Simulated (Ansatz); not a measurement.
Relaxation of Cl2F3H2W (8 atoms, charge 0, multiplicity 2), to a largest force component of 0.03 eV/Å in at most 50 steps.

The calculation used UKS PBE/def2-SVP (Ansatz 0.2.0).

```xyz
8
Properties=species:S:1:pos:R:3
W 0.091 -0.115 0.039
Cl 0.138 0.411 2.337
Cl 2.349 0.202 0.095
H -0.198 1.542 -0.317
F -1.780 0.048 0.174
F -0.308 -1.947 -0.228
F 0.222 -0.051 -1.827
H 0.026 -0.219 4.826
```

**Question.** Where does it end, and by what steps?

**Answer.** The forces met the threshold. The force dipped under the threshold on the way, but the program's further checks kept it going. After 8 steps the energy has fallen by 0.068 eV; H8 moved furthest, 0.61 Å.

| step | energy less start (eV) | largest force component (eV/Å) | accepted |
| --- | --- | --- | --- |
| 0 | 0.0000 | 1.016 | yes |
| 1 | -0.0322 | 0.207 | yes |
| 2 | -0.0449 | 0.078 | yes |
| 3 | -0.0556 | 0.075 | yes |
| 4 | -0.0636 | 0.048 | yes |
| 5 | -0.0652 | 0.015 | yes |
| 6 | -0.0671 | 0.045 | yes |
| 7 | -0.0674 | 0.042 | yes |
| 8 | -0.0679 | 0.006 | yes |

```xyz
8
Properties=species:S:1:pos:R:3
W 0.095 -0.058 -0.003
Cl 0.123 0.662 2.164
Cl 2.367 0.192 -0.014
H -0.203 1.555 -0.507
F -1.776 0.077 0.106
F -0.267 -1.913 -0.139
F 0.202 -0.142 -1.878
H -0.002 -0.504 5.370
```

Whether the end is a true minimum wasn't checked by a vibrational analysis.

Run time: 30 s on 4 threads of Arm Neoverse V2, on a shared host, peak memory 0.23 GiB.
